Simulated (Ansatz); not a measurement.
`C[SiH2]/C(Cl)=C\F` + HCl → `FC=C(Cl)Cl` + `C[SiH3]`  (substitution at a C–Si bond)

Gas-phase electronic energies from Ansatz, PBE0-D4/def2-TZVP geometries. CBS: MP2 limit from def2 TZ/QZ plus the TZ coupled-cluster correction, frozen cores. This one scheme is used for every species. DFT in def2-TZVPP. B3LYP here is the variant with VWN-RPA as its local correlation; programs differ in this. Each species was taken in one conformer, which may not be the lowest.

CCSD(T)/CBS gives +88.5 kJ/mol.

Question: Another level gave +81.5 kJ/mol. Which?
A. PBE/def2-TZVPP
B. B2PLYP/def2-TZVPP
C. B3LYP/def2-TZVPP
D. CCSD/def2-TZVPP

Answer: B. B2PLYP 81.5, B3LYP 76.2, CCSD/def2-TZVPP 89.2, PBE 71.3 kJ/mol.

Largest T1 diagnostic among the species: 0.012.

From PBE to PBE0 (25 % exact exchange), in def2-TZVPP and without D4, ΔE moves by +5.9 kJ/mol. The D4 term adds +6.5 kJ/mol with B3LYP and +4.1 kJ/mol with PBE0; it sums over pairs of atoms, weighted by their polarisabilities, and B3LYP, whose exchange is more repulsive, gets the larger term.
